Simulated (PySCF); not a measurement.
# A small calculation by hand: oscillator strength and radiative lifetime

C3H3F3, SMILES FC(/C=C\F)F.

Geometry optimised at PBE0-D3(BJ)/def2-SVP. The values are those of a single conformer.

TDA-PBE0/def2-SVPD (PySCF 2.14.0) puts the first singlet state with f over 0.02 at 7.67 eV (vertical), with the transition dipole (0.000, 0.000, 0.386) in atomic units.

Question: Find the oscillator strength, the wavelength and the radiative lifetime that this transition would have in vacuum if emission retraced absorption.

Answer: 
|μ|² = 0.1490 au, so |μ| = 0.98 D. ΔE = 7.67/27.211 = 0.2819 hartree. f = (2/3) ΔE |μ|² = 0.028 (the program prints 0.028).
λ = 1239.84/7.67 = 162 nm; ν = 61863 cm⁻¹.
Einstein's coefficient A = 0.6670 ν² f s⁻¹ (ν in cm⁻¹) = 7.1e7 s⁻¹, so τ = 1/A = 14 ns. This state is S1. The figure is the radiative limit of this one transition; relaxation, internal conversion, crossing to triplets and a medium change what is measured.
